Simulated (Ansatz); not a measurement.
Reactions of C2H5FOSi (`C=C(F)O[SiH3]`).

Program: Ansatz. Geometries: PBE0-D4/def2-TZVP. ΔE: electronic, gas phase. CCSD(T)/CBS adds triple-zeta CCSD(T) − MP2 to the extrapolated MP2 energy (def2 sets, frozen cores). This one scheme is used for every species. DFT in def2-TZVPP. Elements past krypton have def2 core potentials. For Ge, Sn outer-core shells are correlated without core-valence functions, which leaves a few kJ/mol of doubt a bond. Scalar relativity is left out up to krypton. One conformer a species, not always the lowest.

| reaction | CCSD(T)/CBS(def2) (kJ/mol) |
| --- | --- |
| `C=C(F)O[SiH3]` + `C[BH][GeH3]` → `C[BH][GeH2][SiH3]` + `C=C(O)F` | 59 |
| `C=C(F)O[SiH3]` + H₂S → `C=C(F)S` + silanol | 4 |
| `C=C(F)O[SiH3]` + tetramethyltin → `C=C(F)O[SiH2]C` + `[CH3][SnH]([CH3])[CH3]` | ? |
| `C=C(F)O[SiH3]` + `CB(O)S` → `CB(S)O[SiH3]` + `C=C(O)F` | 0 |
| `C=C(F)O[SiH3]` + `[CH3][Al]([OH])[OH]` → `[CH3][Al]([OH])[O][SiH3]` + `C=C(O)F` | -26 |
| `C=C(F)O[SiH3]` + `CCBO` → `CCBO[SiH3]` + `C=C(O)F` | ? |
| `C=C(F)O[SiH3]` + `C=N` → `C=NC(=C)F` + silanol | -31 |
| `C=C(F)O[SiH3]` + `[SiH3][GeH2][GeH2][SiH2][GeH3]` → `[SiH3][SiH2][GeH2][GeH2][SiH2][GeH3]` + `C=C(O)F` | 74 |

(1) Fill in the missing values. (Estimate.)

Largest T1 diagnostic: 0.013, for `C=NC(=C)F`.

Answers

(1) Computed: `C=C(F)O[SiH3]` + tetramethyltin → `C=C(F)O[SiH2]C` + `[CH3][SnH]([CH3])[CH3]`: -20.1 kJ/mol; `C=C(F)O[SiH3]` + `CCBO` → `CCBO[SiH3]` + `C=C(O)F`: +0.3 kJ/mol.
